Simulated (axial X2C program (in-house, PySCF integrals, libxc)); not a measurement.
**Excited states of HgH⁺ by EOM-EE-CCSD**

Calculated with an axial X2C code built on PySCF integrals: two-component X2C with atomic mean-field Coulomb and Gaunt terms, Gaussian nuclei, basis Hg dyall-acv3z, H dyall-av3z with contracted cores.

R = 1.596 Å (near the PBE0 minimum at charge 1 of the determinant lowest at the starting distance; the state shown can have its own minimum elsewhere).

Vertical excitation energies from the closed-shell determinant state of HgH⁺:

```tsv
Ω	excitation (eV)	cm⁻¹	hole of the leading pair	particle of the leading pair	weight of the pair (for Ω = 0 its time-reversed partner can hold as much again)	singles weight
0⁻	4.154	33506	41% H sσ, 39% Hg sσ, 9% Hg dσ	39% Hg pσ, 28% Hg sσ, 17% H sσ	0.49	0.97
1	4.165	33594	41% H sσ, 39% Hg sσ, 9% Hg dσ	39% Hg pσ, 28% Hg sσ, 17% H sσ	0.97	0.97
0⁺	5.733	46240	34% Hg sσ, 29% H sσ, 27% Hg dσ	47% Hg pσ, 26% Hg sσ, 12% H sσ	0.47	0.95
0⁻	7.592	61233	38% Hg sσ, 37% H sσ, 14% Hg dσ	78% Hg pπ, 15% H pπ	0.42	0.97
0⁺	7.698	62090	38% Hg sσ, 37% H sσ, 14% Hg dσ	76% Hg pπ, 15% H pπ	0.45	0.96
2	7.704	62134	80% Hg dπ, 17% Hg dδ	45% Hg pσ, 28% Hg sσ, 14% H sσ	0.78	0.96
1	7.733	62370	75% Hg dπ, 23% Hg dδ	44% Hg pσ, 27% Hg sσ, 13% H sσ	0.43	0.96
3	7.821	63080	100% Hg dδ	44% Hg pσ, 27% Hg sσ, 14% H sσ	0.95	0.95
```

This point took 43 s on 1 thread of Arm Neoverse N1, on a shared host.

Reference electrons by ω block (each with its −ω partner): 1/2: 22, 3/2: 12, 5/2: 5, 7/2: 1. 12 electrons of HgH⁺ correlated (inner shells frozen), 88 natural virtual spinors (a truncated set); levels can be off by some tenths of an eV. Roots sought by Ω: (0: 5, 1: 4, 2: 3, 3: 1); the list ends where they run out and leaves out roots under 60 % singles weight. The solver can skip a root, and states that need a further excitation, which the method places far too high, are missing though they may lie low or lowest. T1 of the reference 0.029 (Lee–Taylor). Number of frozen shells: Hg 5 s, 4 p, 2 d, 1 f; H none. Large amplitudes in the reference (orbital relaxation or multireference character) lower the reliability.
